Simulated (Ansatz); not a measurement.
Consider the ligand exchange at a B–Cl bond: `NCBCl` + H–F → `NCBF` + HCl.

Gas-phase electronic energies from Ansatz, PBE0-D4/def2-TZVP geometries. CBS: MP2 limit from def2 TZ/QZ plus the TZ coupled-cluster correction, frozen cores. This one scheme is used for every species. Functionals use def2-TZVPP. B3LYP here is the variant with VWN-RPA as its local correlation; programs differ in this. HSE06 is defined as in plane-wave codes. One conformer a species, not always the lowest.

```tsv
level	ΔE (kJ/mol)
LDA (SPW92)	-43.5
HSE06-D4	-41.5
ωB97X-V	-50.0
B3LYP	-56.0
HF/def2-TZVPP	-64.2
CCSD/def2-TZVPP	-50.0
SCS-MP2/def2-QZVPP	-44.6
MP2/CBS(def2)	-35.5
```

Problem. What does CCSD(T)/CBS give? (Estimate.)

Solution. The calculation gave: -42.4 kJ/mol. The listed levels differ from it by -1.1, 0.9, -7.6, -13.6, -21.8, -7.6, -2.2, 6.9 kJ/mol.

Problem. What do rigid-rotor, harmonic-oscillator terms from PBE0-D4/def2-TZVP frequencies (298.15 K, 1 bar) make of the CCSD(T)/CBS value? (Estimate.)

Solution. The calculation gave: ΔZPE = -2.9 kJ/mol, ΔH = -45.7 kJ/mol, ΔS = 3 J/(mol·K), ΔG = -46.6 kJ/mol.

Largest T1 diagnostic among the species: 0.011.

At CCSD(T), def2-SVP lies −16.0 kJ/mol from the extrapolated value and def2-TZVPP −4.4 kJ/mol. Leaving LDA and LC-ωPBE aside and taking each functional with its dispersion term where it has one, the values, not all of them listed here, spread over 18.5 kJ/mol, from CAM-B3LYP-D4 to revPBE-D4.
